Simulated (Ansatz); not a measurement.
The input (input.yaml):

```yaml
crystal:
  periodic: [false, false, false]
  atoms:
    - { symbol: "N", position_ang: [-1.3632, 0.7082, 0.561] }
    - { symbol: P, position_ang: [0.3808, 0.7351, 0.538] }
    - { symbol: "N", position_ang: [0.472, -0.8504, 1.3521] }
    - { symbol: Ge, position_ang: [0.5979, -0.1521, -1.5619] }
    - { symbol: F, position_ang: [-0.5669, -1.539, -1.7022] }
    - { symbol: H, position_ang: [-1.7066, 0.9975, 1.5235] }
    - { symbol: H, position_ang: [-1.6835, 1.5591, -0.0434] }
    - { symbol: H, position_ang: [1.5469, -1.1217, 1.3178] }
    - { symbol: H, position_ang: [0.2887, -0.669, 2.4156] }
    - { symbol: H, position_ang: [1.9788, -0.6349, -1.7954] }
    - { symbol: H, position_ang: [0.1204, 0.9102, -2.5845] }
basis:
  gaussian: { orbitals: def2-SVP }
hamiltonian:
  xc: pbe0
  dispersion: d4
relax:
  f_tol: 0.02
  max_steps: 50
output:
  orbitals: {}
```

Run as:

```bash
$ ansatz run input.yaml --threads 2 --pin off --max-ram 3072MiB --backend cpu --events-out ev --progress --plain --runs-dir out
```

Hardware: 2 threads of Arm Neoverse V1, with other jobs on the host.

Task: Roughly how long does this run take, and how much memory?

Result: 110 s, with a peak of 0.33 GiB, for 26 ionic steps.
